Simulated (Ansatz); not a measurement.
A run of Ansatz (development build ahead of 0.2.0) on singlet LiF₃ at this shape:

| atom | x (Å) | y (Å) | z (Å) |
| --- | --- | --- | --- |
| Li | 0.0000 | 0.0000 | 0.0000 |
| F | 1.7871 | 0.0000 | 0.0000 |
| F | -0.8935 | 1.5477 | 0.0000 |
| F | -0.8936 | -1.5477 | 0.0000 |

Its results:

- Converged: yes
- Total energy: -305.46918 hartree
- Spin squared of the determinant: 0.000
- Stability test: minimum among restricted orbitals

Question: Which input gives this output? Name the method, the orbitals and the basis set, and write the input.

Answer: RHF in pcseg-2. An unrestricted run that stays on the closed shell gives the same numbers.

```yaml
crystal:
  periodic: [false, false, false]
  atoms:
    - { symbol: Li, position_ang: [0.0, 0.0, 0.0] }
    - { symbol: F, position_ang: [1.7871, 0.0, 0.0] }
    - { symbol: F, position_ang: [-0.8935, 1.5477, 0.0] }
    - { symbol: F, position_ang: [-0.8936, -1.5477, 0.0] }
basis:
  gaussian: { orbitals: pcseg-2 }
hamiltonian:
  xc: hf
```

Caution: an unrestricted determinant lies well below.
